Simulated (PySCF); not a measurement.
**The electron affinity along group 6**

Calculated with PySCF 2.14 from differences of total energies of unrestricted determinants, without spin-orbit coupling. Values in eV. The last column holds reference values (measured affinities from photodetachment; the arrow runs from anion to atom). Unmarked ones compare directly (S terms, centres of terms, or small fine structure); those marked * lie between the lowest fine-structure levels and include a spin-orbit shift.

```tsv
element	configurations	UHF	MP2 (valence)	SCS-MP2 (valence)	CCSD (valence)	CCSD(T) (valence)	reference
Cr (x2c-TZVPPall with one added diffuse shell each of s, p, d, f type, spin-free X2C)	[Ar] 3d5 4s2 → [Ar] 3d5 4s1	-0.317	0.140	0.246	0.490	0.604	0.676
Mo (x2c-TZVPPall with one added diffuse shell each of s, p, d, f type, spin-free X2C)	[Kr] 4d5 5s2 → [Kr] 4d5 5s1	-0.346	0.197	0.316	0.520	0.626	0.747
W (x2c-TZVPPall with one added diffuse shell each of s, p, d, f type, spin-free X2C)	[Xe] 4f14 5d5 6s2 → [Xe] 4f14 5d4 6s2	0.895	0.952	0.350	1.294	1.336	0.817 *
```

The highest occupied level of the anion is positive for Cr⁻ at UHF; Mo⁻ at UHF; W⁻ at UHF, so there the basis helps to hold the electron.

"Valence" correlates the outer s and p shells and, in groups 3 to 12 and the f block, the outer d or f shell, open or full, or the next shell where the ion has no valence electron left; the wider scheme adds the next inner shell.
